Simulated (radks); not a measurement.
Sn, configuration [Kr] 4d8.5 5s1.5 5p4 (fractional occupations, a model configuration). All-electron calculation, Dirac Kohn-Sham, PBE, spin-unpolarised, spherical densities, finite nucleus; open shells are shared between the two j in proportion to 2j + 1; Fermi nuclear charge, rms radius 4.6519 fm. Program: a radial shooting solver on a logarithmic mesh with Libxc functionals.

Radial electron density D(r) = 4 pi r^2 rho(r):

```
   r/bohr * D(r) (the largest magnitude, 82.4, reaches the edge; | marks zero)
 0.002783 |     *
 0.003741 |        *
  0.00499 |             *
 0.006655 |                   *
 0.008947 |                           *
  0.01193 |                                   *
  0.01592 |                                         *
   0.0214 |                                           *
  0.02854 |                                        *
  0.03807 |                                     *
  0.05118 |                                       *
  0.06826 |                                                 *
  0.09105 |                                                      *
   0.1224 |                                              *
   0.1633 |                                     *
   0.2178 |                                         *
   0.2928 |                                           *
   0.3905 |                           *
    0.525 |             *
   0.7002 |              *
   0.9339 |            *
    1.256 |      *
    1.675 |  *
    2.234 | *
    3.003 |*
    4.005 *
    5.342 *
    7.182 *
    9.579 *
```

D(r) has 4 maxima, at r = 0.0204, 0.0896, 0.264, 0.765 bohr, and minima at 0.0403, 0.173, 0.573 bohr, inside which lie 2.04, 11.18, 29.04 electrons.
